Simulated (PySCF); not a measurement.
## Vibration and rotation of GeF⁺

RHF-CCSD(T) constants of GeF⁺, ¹Σ⁺ (singlet), closed shell (PySCF, no relativity, basis sets Ge def2-TZVPPD, F def2-TZVPPD; masses 73.9212 and 18.9984 u):

```
ωe              : 812.2 cm⁻¹
ωexe            : 3.21 cm⁻¹
Be              : 0.39704 cm⁻¹
αe              : 0.00243 cm⁻¹
D (centrifugal) : 3.8e-07 cm⁻¹
De to Ge⁺ + F   : 5.70 eV
```

(1) Give the vibrational terms G(v) and spacings up to v = 6.

(2) How well does the Morse estimate ωe²/(4ωexe) reproduce De, and what is D0?

Correlated steps freeze 10 core orbitals. For an ion De counts to the pair picked by the measured ionisation energies or electron affinities, which need not be the lowest pair at this level. Where the molecule has an RHF reference, its open-shell atoms are computed with UHF.

Answers

(1) G(v) = ωe(v+½) − ωexe(v+½)².

```json
{"v": "0", "G(v) (cm⁻¹)": "405.3", "G(v) − G(v−1)": "", "Bv (cm⁻¹)": "0.3958"}
{"v": "1", "G(v) (cm⁻¹)": "1211.1", "G(v) − G(v−1)": "805.8", "Bv (cm⁻¹)": "0.3934"}
{"v": "2", "G(v) (cm⁻¹)": "2010.4", "G(v) − G(v−1)": "799.4", "Bv (cm⁻¹)": "0.3910"}
{"v": "3", "G(v) (cm⁻¹)": "2803.4", "G(v) − G(v−1)": "792.9", "Bv (cm⁻¹)": "0.3885"}
{"v": "4", "G(v) (cm⁻¹)": "3589.9", "G(v) − G(v−1)": "786.5", "Bv (cm⁻¹)": "0.3861"}
{"v": "5", "G(v) (cm⁻¹)": "4370.0", "G(v) − G(v−1)": "780.1", "Bv (cm⁻¹)": "0.3837"}
{"v": "6", "G(v) (cm⁻¹)": "5143.7", "G(v) − G(v−1)": "773.7", "Bv (cm⁻¹)": "0.3812"}
```

(2) It gives 6.37 eV, 112 % of the computed De. D0 = De − G(0) = 5.70 − 0.05 = 5.65 eV.
